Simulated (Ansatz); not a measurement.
Ansatz (a quantum-chemistry and plane-wave program) input (CCSD(T)/def2-SVPD):

Ansatz 0.2 input:
```yaml
crystal:
  periodic: [false, false, false]
  atoms:
    - {symbol: Si, position_ang: [-0.00265161, -0.04502314, -1.07571866]}
    - {symbol: Br, position_ang: [0.20266200, 0.04731344, 1.45666335]}
    - {symbol: N, position_ang: [1.34734232, -0.43011567, -1.88273629]}
    - {symbol: N, position_ang: [-0.81520836, 1.49220530, -1.29579879]}
    - {symbol: N, position_ang: [-1.23363277, -1.28066553, -1.13177967]}
    - {symbol: H, position_ang: [2.05808139, 0.27397581, -2.03339598]}
    - {symbol: H, position_ang: [-0.18959379, 2.27988215, -1.17783026]}
    - {symbol: H, position_ang: [-1.59584825, 1.62585785, -0.66333255]}
    - {symbol: H, position_ang: [-1.52292826, -1.59912207, -0.21717275]}
    - {symbol: H, position_ang: [-0.89526719, -2.07620851, -1.65922141]}
basis:
  gaussian:
    orbitals: def2-SVPD
total_charge: -1
magnetization: {spin_polarized: false}
correlation: {method: ccsd_t, electrons: outside_noble_gas}
output: {forces: true}
```

Output:

```
Functional definition: HF
integrals: 0.55 GiB planned
1600 factors; integrals over basis functions are off by at most 1.2e-3 eV
mean field: 1.27 GiB planned
mean field evaluation 1: about -82371.2106 eV, gradient 3.9e1 eV
mean field evaluation 2: about -82371.3557 eV, gradient 3.9e1 eV
mean field evaluation 4: about -82375.0419 eV, gradient 4.2e0 eV
mean field evaluation 8: about -82375.1035 eV, gradient 3.1e-1 eV
mean field evaluation 16: about -82371.2097 eV, gradient 3.9e1 eV
mean field -82375.10422261 eV, -3027.2292443300 hartree, gradient 4.4e-6 eV, S^2 0.000000; 0 other end points of the search recorded, 0 dependent functions left out
22 core orbitals not correlated
reference -82375.10422261 eV, -3027.2292443300 hartree; 16, 16 occupied and 127, 127 virtual orbitals, 1600 factors
densities: 2.60 GiB planned
second order -21.44811929 eV of doubles, -0.00000000 eV of singles
coupled cluster: 1.41 GiB planned
cycle   1  -21.80154483 eV  change   -3.5e-1 eV  update   1.1e-1
cycle   2  -22.28769856 eV  change   -4.9e-1 eV  update   3.2e-2
cycle   3  -22.41853916 eV  change   -1.3e-1 eV  update   1.8e-2
cycle   4  -22.41526370 eV  change    3.3e-3 eV  update   4.4e-3
cycle   5  -22.41202357 eV  change    3.2e-3 eV  update   2.1e-3
cycle   6  -22.41240444 eV  change   -3.8e-4 eV  update   7.1e-4
cycle   7  -22.41244757 eV  change   -4.3e-5 eV  update   3.1e-4
cycle   8  -22.41234961 eV  change    9.8e-5 eV  update   1.2e-4
cycle   9  -22.41234377 eV  change    5.8e-6 eV  update   4.5e-5
cycle  10  -22.41235988 eV  change   -1.6e-5 eV  update   1.8e-5
cycle  11  -22.41233824 eV  change    2.2e-5 eV  update   7.2e-6
perturbative correction -0.80341083 eV, -0.0295248033 hartree
the calculation of the forces begins
Total energy: -82398.31997168 eV, -3028.0824073720 hartree
Atom 0 at    -0.002652    -0.045023    -1.075719 Å, force    -0.186912     0.149652     0.324306 eV/Å
Atom 1 at     0.202662     0.047313     1.456663 Å, force    -0.004862    -0.004152     0.047744 eV/Å
Atom 2 at     1.347342    -0.430116    -1.882736 Å, force     0.567611    -0.406150    -0.347183 eV/Å
Atom 3 at    -0.815208     1.492205    -1.295799 Å, force    -0.155849     0.128456    -0.148430 eV/Å
Atom 4 at    -1.233633    -1.280666    -1.131780 Å, force    -0.339876    -0.012497    -0.062125 eV/Å
Atom 5 at     2.058081     0.273976    -2.033396 Å, force     0.311807     0.201595    -0.102553 eV/Å
Atom 6 at    -0.189594     2.279882    -1.177830 Å, force     0.183581     0.308647    -0.005126 eV/Å
Atom 7 at    -1.595848     1.625858    -0.663333 Å, force    -0.292366     0.061730     0.176303 eV/Å
Atom 8 at    -1.522928    -1.599122    -0.217173 Å, force    -0.163641    -0.139041     0.294516 eV/Å
Atom 9 at    -0.895267    -2.076209    -1.659221 Å, force     0.080508    -0.288239    -0.177451 eV/Å
Dipole moment:    -0.403084     0.284364     0.546110 e Å
```

It need not be the lowest isomer of its formula. Whether it binds its extra electron was not tested at this geometry.
